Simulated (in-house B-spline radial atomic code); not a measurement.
## RPA and G0W0 on Hartree-Fock: As31+

Configuration 1s2, mean-field start Hartree-Fock. Computed with a B-spline radial code for spherical atoms: all electrons, non-relativistic, point nucleus, each spin shell either full or empty, empty states to l = 9 with an (l + 1/2)⁻⁴ tail; G0W0 by contour deformation at full frequency.

Relativity, left out, deepens the 1s level by about Z⁴α²/8 hartree.

Command:
```bash
python run_gw.py task.json out
```
Settings (radii: box in bohr, nucleus in fm):
```
Z                        33
electrons                2
configuration            1s2
hamiltonian              nr
method                   hf
lmax                     9
spin_polarised           False
box_radius               2.97
intervals                45
ion_configuration        1s1
```

Run time, properties included: 0.9 s on 1 thread of Arm Neoverse N1, on a shared host.

Energies (hartree):

```tsv
term	value
mean-field total	-1068.48604
Hartree-Fock functional on these orbitals	-1068.48604
direct second order	-0.092025
second-order exchange	0.046013
SOSEX correction	0.045663
```

**Question.** What is the RPA correlation energy, and what remains with SOSEX?

**Answer.** RPA gives -0.091324 hartree (-1.24 eV per electron); RPA + SOSEX gives -0.045661, and the second-order doubles (MP2) -0.046012 hartree. SOSEX takes back 50 % of the RPA value, the self-correlation of each of the two electrons.

Quasi-particle levels (eV):

| level | occupied | mean field | Σx - vxc | Σc | QP weight | G0W0 |
| --- | --- | --- | --- | --- | --- | --- |
| 1s | yes | -14259.90 | 0.00 | ? | ? | ? |
| 2s | no | -3353.59 | 0.00 | -0.25 | 1.000 | -3353.84 |

G0W0 = mean field + (Σx - vxc) + Σc, with Σc (partial-wave tail included) taken at the quasi-particle energy.

**Question.** Where does G0W0 put 1s?

**Answer.** At -14259.47 eV, with Σc = 0.43 eV and a quasi-particle weight of 1.000. The tabulated removal energy is 14447.680 ± 0.0025 eV (NIST, tabulated theory); the calculation leaves out relativity, Breit and QED terms, and what these don't explain is the method's own error.

**Question.** What does it cost to remove one electron (to 1s1) by differences of total energies, each species on its own start (correlation terms add to the Hartree-Fock functional)?

**Answer.** Hartree-Fock functional 14258.39 eV, + RPA 14260.25 eV, + RPA + SOSEX 14259.63 eV, + second order 14259.64 eV. Tabulated: 14447.680 ± 0.0025 eV (NIST, tabulated theory); the calculation leaves out relativity, Breit and QED terms, and what these don't explain is the method's own error.
